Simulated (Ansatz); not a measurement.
Basis-set extrapolation for C4H8O3 (`COCCOC=O`) (PBE0-D4/def2-TZVP geometry, frozen core, Ansatz 0.2.0). Multiplicity 1, RHF reference.

```json
{"": "HF", "def2-TZVPP": "-380.859787", "def2-QZVPP": "-380.877270"}
{"": "MP2 correlation", "def2-TZVPP": "-1.372165", "def2-QZVPP": "-1.471671"}
{"": "CCSD(T) correlation", "def2-TZVPP": "-1.466458", "def2-QZVPP": "not run"}
```

Energies in hartree. Use E(X) = E(∞) + A·exp(−7.88·√X) for Hartree–Fock and E(X) = E(∞) + B·X^(−2.97) for correlation, with X = 3 and 4, and add CCSD(T) minus MP2 of the smaller set to the MP2 limit.

Task: What is the CCSD(T) energy at the basis-set limit?

Result: HF limit: -380.877270 + (-0.017483) × 0.13774 = -380.87968. MP2 limit: -1.471671 + (-0.099506) × 0.74074 = -1.54538. Higher-order term: -1.466458 − (-1.372165) = -0.09429. Total: -382.51935 hartree, 5.25 eV below CCSD(T)/def2-TZVPP.
